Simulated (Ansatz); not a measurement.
`I[As](I)I` at its PBE0-D4/def2-TZVP geometry, where that method's forces vanish. Charge 0, multiplicity 1. I takes the def2 core potential.

```xyz
4

I     0.1245   -0.5831   -2.2164
As    0.6447    0.5738   -0.0027
I     0.8932   -1.4288    1.5585
I    -1.6624    1.4380    0.6607
```

Question: What forces (eV/Å) does PBE-D4/def2-TZVPP give on these atoms in Ansatz? (Estimate.)

Answer: Ansatz gave: 
```
I1  -0.037 -0.135 -0.325
As2  0.261  0.233 -0.001
I3   0.075 -0.259  0.229
I4  -0.299  0.161  0.097
```
